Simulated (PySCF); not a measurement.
H₅NPbSi, neutral, multiplicity 1. Atoms are numbered in the order given.

```xyz
8

Pb     0.2384    -0.4281     0.0000
N     -1.8797    -0.6391     0.0000
H     -2.3578    -1.5355     0.0000
H     -2.5443     0.1291     0.0000
Si    -0.0760     2.3108     0.0000
H      0.5497     2.9631     1.2008
H     -1.5273     2.7040     0.0000
H      0.5497     2.9631    -1.2008
```

Geometry: PBE0-D3(BJ)/def2-SVP. The def2 effective core potentials stand for the cores of Pb; spin–orbit coupling is left out. The values are those of a single conformer.

The numbers are results of PBE/def2-TZVPD run with PySCF, not measurements.

Isolated molecule, no solvent.

Problem. Estimate the frontier levels, gap, dipole moment and polarisability. (An estimate is asked for; the answer gives what the named calculation found.)

Solution. 
```
Quantity                                                                                                        Result
---------------------------------------------------------------------------------------------  -----------------------
highest occupied level                                                                                        -5.30 eV
lowest empty level                                                                                            -2.95 eV
orbital gap                                                                                                    2.35 eV
dipole moment                                                                                                   2.06 D
quadrupole, principal values (traceless, Buckingham form, about the centre of nuclear charge)    -6.81, 1.91, 4.90 D·Å
mean static polarisability                                                                      100.3 bohr³ (14.87 Å³)
polarisability, principal values                                                               71.7, 96.5, 132.7 bohr³
```
